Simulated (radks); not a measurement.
Q: These are the eigenvalues of the occupied orbitals of an atom or ion with whole-number occupations (eV). Method: scalar-relativistic Kohn-Sham, PBE, spin-unpolarised, spherical densities, point nucleus; computed with a radial shooting solver on a logarithmic mesh with Libxc functionals.

1s: -67309.35
2s: -16704.14

Which element is it, and in what charge state? The configuration may be excited.

A: Z = 69, thulium, charge +66: Tm66+ in [He] 2s1. The 1s level, -2473.6 hartree, gives Z - s = 70.3 by -(Z - s)^2/2, which with screening and relativity narrows Z to a few neighbours, and the depths must fix Z and the occupations together.
